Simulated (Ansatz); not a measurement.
Pulling on the Ge1–H2 bond in CH4Ge (SMILES [CH3][GeH]) (multiplicity 1 held, fragments rigid). Energies count from the point at 1.605 Å.
Geometry at that point (charge 0, multiplicity 1):
```xyz
6

Ge    -0.26416    -0.20224     0.31354
H     -1.28333    -0.57768    -0.86881
C      1.00678     0.72630    -0.93211
H      1.87672     1.13031    -0.41651
H      0.48299     1.53602    -1.44987
H      1.33612     0.02530    -1.70554
```

Signs of static correlation in cc-pVDZ, with CASSCF(2,2), from Ansatz (a quantum-chemistry and plane-wave program) runs.

| R (Å) | T1 of restricted CCSD | ⟨S²⟩ of UHF | largest double amplitude of restricted CCSD | weight of the CASSCF reference in MRCISD | CASSCF natural occupations |
|---|---|---|---|---|---|
| 1.284 | 0.011 | 0.328 | 0.100 | 0.902 | 1.99 0.01 |
| 1.445 | 0.011 | 0.278 | 0.095 | 0.902 | 1.98 0.02 |
| 1.605 | 0.011 | 0.231 | 0.089 | 0.902 | 1.97 0.03 |
| 1.766 | 0.012 | 0.187 | 0.082 | 0.902 | 1.96 0.04 |
| 1.927 | 0.013 | 0.146 | 0.079 | 0.903 | 1.95 0.05 |
| 2.167 | 0.017 | 0.094 | 0.134 | 0.903 | 1.91 0.09 |
| 2.408 | 0.023 | 0.476 | 0.204 | 0.903 | 1.86 0.14 |
| 2.810 | 0.040 | 0.814 | … | 0.903 | 1.73 0.27 |
| 3.211 | 0.063 | 0.937 | 0.477 | 0.903 | 1.54 0.46 |
| 3.693 | 0.093 | 0.989 | … | 0.903 | 1.33 0.67 |
| 4.335 | 0.121 | 1.007 | 0.911 | 0.903 | 1.15 0.85 |
| 5.138 | 0.136 | 1.012 | 1.068 | 0.903 | 1.05 0.95 |

Task: What belongs in the gaps?

Result: 
- 2.810, largest double amplitude of restricted CCSD: 0.328
- 3.693, largest double amplitude of restricted CCSD: 0.680

Doubts at one or more of the structures used: a restricted determinant that unrestricted orbitals would lower (R-CCSD(T)/cc-pVDZ); other coupled-cluster roots lie near (R-CCSD(T)/cc-pVDZ); T1 above 0.05 (R-CCSD(T)/cc-pVDZ, U-CCSD(T)/cc-pVDZ); a spin-contaminated determinant (U-CCSD(T)/cc-pVDZ).
